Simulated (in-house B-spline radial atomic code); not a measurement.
**RPA and G0W0 on LDA exchange-only: Ge V (Ge4+)**

Configuration [Ar] 3d10, mean-field start LDA exchange-only. Computed with an all-electron radial atomic-structure program (B-spline basis): all electrons, non-relativistic, point nucleus, each spin shell either full or empty, empty states to l = 9 with an (l + 1/2)⁻⁴ tail; G0W0 by contour deformation at full frequency.

Command:
```bash
python run_gw.py task.json out
```
Settings (radii: box in bohr, nucleus in fm):
```
Z                        32
electrons                28
configuration            [Ar] 3d10
hamiltonian              nr
method                   lda,
lmax                     9
spin_polarised           False
box_radius               11.96
intervals                50
```

Cost of the run: 1.9 s on 1 thread of Arm Neoverse N1, on a shared host.

Energies (hartree):

| term | value |
| --- | --- |
| mean-field total | -2067.30329 |
| Hartree-Fock functional on these orbitals | -2071.70741 |
| direct second order | -2.5001 |
| second-order exchange | 0.71819 |
| SOSEX correction | 0.6552 |

Q: What is the RPA correlation energy, and what remains with SOSEX?

A: RPA gives -2.1302 hartree (-2.07 eV per electron); RPA + SOSEX gives -1.475, and the second-order doubles -1.7819 hartree (no singles). SOSEX takes back 31 % of the RPA value.

Quasi-particle levels (eV):

```json
{"level": "3d", "occupied": "yes", "mean field": "-76.94", "Σx - vxc": "-17.74", "Σc": "?", "QP weight": "?", "G0W0": "?"}
{"level": "4s", "occupied": "no", "mean field": "-50.25", "Σx - vxc": "6.38", "Σc": "-1.44", "QP weight": "0.987", "G0W0": "-45.32"}
```

G0W0 = mean field + (Σx - vxc) + Σc, with Σc (partial-wave tail included) taken at the quasi-particle energy. Only the outer levels were computed. Levels of low weight are left out.

Q: Where does G0W0 put 3d?

A: At -91.83 eV, with Σc = 2.85 eV and a quasi-particle weight of 0.931. The tabulated removal energy is 90.5 ± 0.019 eV (NIST, measured); the calculation leaves out relativity, Breit and QED terms, and what these don't explain is the method's own error.
